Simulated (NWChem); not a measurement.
System: C₄H₄; SMILES C#CC=C

The following NWChem deck was run.

```
start job
memory heap 200 mb stack 900 mb global 1100 mb
geometry units angstroms noautoz
  C      0.173346    -1.918635     0.000000
  C     -0.107944    -0.740942     0.000000
  C     -0.487206     0.632265     0.000000
  C      0.377216     1.658176     0.000000
  H      0.441719    -2.950293     0.000000
  H     -1.558200     0.834142     0.000000
  H      1.451538     1.500612     0.000000
  H      0.023237     2.684488     0.000000
end
basis spherical
  * library def2-svp
end
dft
  xc xpbe96 cpbe96
  iterations 150
  vectors input atomic output neutral.movecs
end
task dft energy
charge 1
dft
  odft
  mult 2
  vectors input atomic output cation.movecs
end
task dft energy
```

Structure relaxed at the B3LYP/6-31G* (spherical d) level.

Ions are spin-unrestricted doublets at the neutral geometry; other ion states weren't tried.

Task: What results follow from this input? (PBE/def2-SVP, vertical spin-unrestricted ions.) Quantities: vertical ionisation energy, ΔSCF (eV); −ε(HOMO) (eV).

Result: 
```
Item                                   Result
-------------------------------------  ------
vertical ionisation energy, ΔSCF (eV)    9.31
−ε(HOMO) (eV)                            6.02
```
